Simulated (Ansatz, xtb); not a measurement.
# Relative energy of two isomers of Cl2H3Si2

Structure I is `[SiH2][SiH](Cl)Cl`, a doublet and structure II is `Cl[SiH][SiH2]Cl`, a doublet. Both are isolated molecules in the gas phase, relaxed with B3LYP-D3(BJ)/def2-SVP; the shapes shown needn't be the lowest conformers.

I (Å):

```yaml
atoms:
  - { symbol: Cl, position_ang: [2.0192, 0.3812, 2.3489] }
  - { symbol: Cl, position_ang: [-0.7583, -1.4608, 1.7284] }
  - { symbol: Si, position_ang: [-0.3027, 1.7114, 0.0132] }
  - { symbol: Si, position_ang: [-0.0206, 0.4723, 1.9650] }
  - { symbol: H, position_ang: [-1.7290, 1.8218, -0.4166] }
  - { symbol: H, position_ang: [0.5500, 1.1926, -1.0958] }
  - { symbol: H, position_ang: [-0.6897, 1.0585, 3.1525] }
```

II (Å):

```
atom    x (Å)    y (Å)    z (Å)
  Cl   2.7210   0.4239   0.7273
  Cl  -2.5182  -0.3079  -0.1112
  Si  -0.7908  -0.2241   1.0574
  Si   0.9386   0.4713  -0.3704
   H  -0.9834   0.7622   2.1536
   H  -0.5426  -1.5718   1.6438
   H   1.0985  -0.4193  -1.5627
```

Problem. Which of the two would you expect CCSD(T)/def2-SVP + ΔMP2/def2-TZVPP electronic energies to favour?

Solution. Too close to call at this level: CCSD(T)/def2-SVP + ΔMP2/def2-TZVPP gives E(II) − E(I) = +8.24 kJ/mol.

The same difference at several levels:

| level | geometry | E(II) − E(I) (kJ/mol) | departure from the last row (kJ/mol) | job, with rough time for the two |
| --- | --- | --- | --- | --- |
| GFN2-xTB | GFN2-xTB | −23.95 | −32.19 | optimisation, 0.35 s |
| HF/STO-3G | GFN2-xTB | −16.12 | −24.36 | single point, 0.74 s |
| r2SCAN-D4/def2-SVP | GFN2-xTB | +15.30 | +7.06 | single point, 7 s |
| B3LYP-D3(BJ)/def2-SVP | B3LYP-D3(BJ)/def2-SVP | +6.35 | −1.88 | optimisation, 60 s |
| HF/def2-SVP | B3LYP-D3(BJ)/def2-SVP | +7.23 | −1.00 | part of the CCSD(T) run |
| MP2/def2-SVP | B3LYP-D3(BJ)/def2-SVP | +13.19 | +4.95 | part of the CCSD(T) run |
| CCSD(T)/def2-SVP | B3LYP-D3(BJ)/def2-SVP | +11.21 | +2.97 | single point |
| CCSD(T)/def2-SVP + ΔMP2/def2-TZVPP | B3LYP-D3(BJ)/def2-SVP | +8.24 |  | single point, 33 s |

As drawn, both hold the same kinds of bond in the same numbers.

GFN2-xTB, HF/STO-3G put the two in the other order. The largest departure from CCSD(T)/def2-SVP + ΔMP2/def2-TZVPP is that of GFN2-xTB, 32.19 kJ/mol. The last row adds to CCSD(T) the change of the MP2 difference between the two basis sets, here −2.97 kJ/mol.

With harmonic frequencies from B3LYP-D3(BJ)/def2-SVP (ideal gas, rigid rotor, one conformer each, 200 K, 1 atm): on the last row, ΔE + ΔZPE = +9.96 kJ/mol. A mode under 50 cm⁻¹ makes harmonic enthalpies and free energies unreliable, so none is given.

Open shells are spin-unrestricted. The correlated steps freeze 20 core orbitals. Programs: Ansatz 0.2.0, xtb 6.7.1; the last row on 2 threads of Intel(R) Xeon(R) Platinum 8375C CPU @ 2.90GHz (Ice Lake) on a shared host.
